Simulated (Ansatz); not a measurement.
## Worked example: CH4O2Si + SiH3(SH) → Si2H4O2 + CH4S

Species: CH4O2Si `CO[Si]O`, singlet; SiH3(SH) (sulfanylsilane), singlet; Si2H4O2 `O[Si]O[SiH3]`, singlet; CH4S (methanethiol) `CS`, singlet. The partners trade CH3 for SiH3: O–CH3 and S–SiH3 bonds give way to O–SiH3 and S–CH3.

Shapes, held fixed at every level: PBE0-D4/def2-TZVP. Flexible molecules stand in one conformer, not always the lowest. Programs: Ansatz 0.2.0. The zero-point and thermal change to 298 K, harmonic and unscaled (PBE0-D4/def2-TZVP), is -0.7 kJ/mol.

At CCSD(T)/CBS estimate; 1 Eh = 2625.50 kJ/mol:

| species | energy (Eh) |
| --- | --- |
| CH4O2Si | -479.936368 |
| SiH3(SH) | -689.273356 |
| Si2H4O2 | -731.014001 |
| CH4S | -438.228352 |

Work out ΔH(298 K) of the reaction at this level.


1. Products less reactants: (-731.014001) + (-438.228352) − [(-479.936368) + (-689.273356)] = -0.032629 Eh = -85.7 kJ/mol.
2. With the thermal change: -85.7 + (-0.7) = -86.4 kJ/mol.

Other levels give -89.6 (BHLYP-D4/def2-TZVPP) to -70.5 kJ/mol (PBE-D4/def2-TZVPP). No measured value is set beside it here. The CBS estimate extrapolates MP2 from def2-TZVPP and def2-QZVPP and adds CCSD(T) − MP2 in the triple-zeta set, cores frozen.
